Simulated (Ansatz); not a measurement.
Computed with Ansatz on PBE0-D4/def2-TZVP structures; ΔE is electronic, products minus reactants. CCSD(T)/CBS is the MP2 limit (def2-TZVPP, def2-QZVPP) plus CCSD(T) − MP2 in def2-TZVPP, frozen cores. DFT in def2-TZVPP. Each species was taken in one conformer, which may not be the lowest.

Reaction (cleavage of the Si–Si bond): `N[Si@@H]1C[Si@H]1[SiH3]` + `[SiH3]S[SiH2]S` → `[SiH3]S[SiH2]S[SiH3]` + `N[SiH]1C[SiH2]1`

`N[Si@@H]1C[Si@H]1[SiH3]`:

Z-matrix (Å, degrees):
```
Si
C 1 1.864
Si 1 2.267 2 54.9
N 1 1.716 2 117.0 3 -118.4
H 1 1.481 2 117.2 3 107.5
H 2 1.088 1 118.2 3 -113.1
H 2 1.090 1 117.8 3 109.4
Si 3 2.322 1 123.9 2 97.6
H 3 1.489 1 119.6 2 -95.4
H 4 1.008 1 118.5 2 29.1
H 4 1.009 1 118.8 2 167.6
H 8 1.490 3 112.6 1 -134.8
H 8 1.488 3 111.1 1 103.5
H 8 1.489 3 108.0 1 -15.4
```

`[SiH3]S[SiH2]S`:

```xyz
10

Si   -1.224   -0.470    1.127
S    -1.162   -0.846   -0.976
Si    0.591    0.289   -1.415
S     2.307   -0.210   -0.244
H    -2.636   -0.624    1.551
H    -0.366   -1.420    1.875
H    -0.760    0.917    1.402
H     0.925   -0.034   -2.820
H     0.315    1.734   -1.233
H     2.010    0.663    0.733
```

`[SiH3]S[SiH2]S[SiH3]`:

```xyz
13

Si    2.248    0.081    0.229
S     0.777   -1.103    1.246
Si   -0.451   -1.538   -0.441
S    -1.044    0.213   -1.502
Si   -1.845    1.297    0.166
H     2.538   -0.505   -1.104
H     3.460    0.040    1.083
H     1.794    1.484    0.073
H    -1.622   -2.260    0.110
H     0.269   -2.367   -1.436
H    -2.790    2.284   -0.409
H    -0.775    2.004    0.909
H    -2.561    0.369    1.077
```

`N[SiH]1C[SiH2]1`:

Z-matrix (Å, degrees):
```
Si
C 1 1.886
Si 1 2.244 2 54.2
N 1 1.712 2 116.3 3 109.1
H 1 1.487 2 113.0 3 -111.0
H 2 1.089 1 116.8 3 -110.0
H 2 1.088 1 118.2 3 112.4
H 3 1.483 1 122.5 2 -100.4
H 3 1.483 1 122.2 2 99.7
H 4 1.006 1 120.2 2 -130.9
H 4 1.007 1 121.3 2 80.3
```

CCSD(T)/CBS gives -0.57 eV.

Task: Another level gave -0.54 eV. Which?
A. ωB97M-V/def2-TZVPP
B. PBE/def2-TZVPP
C. PBE-D4/def2-TZVPP
D. CCSD(T)/def2-TZVPP

Result: D. CCSD(T)/def2-TZVPP -0.54, PBE-D4 -0.45, ωB97M-V -0.63, PBE -0.39 eV.

Largest T1 diagnostic among the species: 0.013.

The D4 term adds −0.09 eV with B3LYP and −0.05 eV with PBE0; it sums over pairs of atoms, weighted by their polarisabilities, and B3LYP, whose exchange is more repulsive, gets the larger term. From PBE to PBE0 (25 % exact exchange), in def2-TZVPP and without D4, ΔE moves by −0.07 eV.

B3LYP here is the variant with VWN-RPA as its local correlation; programs differ in this.
